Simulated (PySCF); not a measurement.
An equivalent PySCF input for Sb⁺ (antimony, charge +1), [Kr] 4d10 5s2 5p2, high-spin 3P determinant, with a scalar-relativistic core potential:

```python
from pyscf import gto, scf, dft, mp, cc
import basis_set_exchange as bse
txt = bse.get_basis("cc-pVDZ-PP", elements=["Sb"], fmt="nwchem", header=False)
cut = txt.index("\nECP")
mol = gto.M(atom="Sb 0 0 0", charge=1, spin=2, symmetry="D2h",
            basis=gto.basis.parse(txt[:cut]),
            ecp={"Sb": gto.basis.parse_ecp(txt[cut:])})
mf = scf.UHF(mol)
mf.irrep_nelec = {'Ag': (4, 4), 'B1g': (1, 1), 'B2g': (1, 1), 'B3g': (1, 1), 'B1u': (2, 1), 'B2u': (2, 1), 'B3u': (1, 1)}
mf.kernel()
```

It reaches the same state as the run whose output follows, and the same energy. The run itself started from symmetry-adapted Hartree-Fock orbitals and held the occupation by maximum overlap, so the iterations belong to that start.

```
SCF conv_tol = 1e-09
number electrons alpha = 12  beta = 10
cycle= 1 E= -238.956248101516  delta_E= -0.00272  |g|= 0.0164  |ddm|= 0.0773
cycle= 2 E= -238.956557824645  delta_E= -0.00031  |g|= 0.00561  |ddm|= 0.0273
cycle= 3 E= -238.956599256014  delta_E= -4.14e-05  |g|= 0.000206  |ddm|= 0.0157
cycle= 4 E= -238.956599313769  delta_E= -5.78e-08  |g|= 3.13e-05  |ddm|= 0.00186
cycle= 5 E= -238.956599315261  delta_E= -1.49e-09  |g|= 7.15e-06  |ddm|= 0.000298
cycle= 6 E= -238.956599315335  delta_E= -7.4e-11  |g|= 6.31e-07  |ddm|= 7.49e-05
converged SCF energy = -238.956599315335  <S^2> = 2.008833  2S+1 = 3.0058829
```

Energies and moments cover only the electrons outside the core potential.
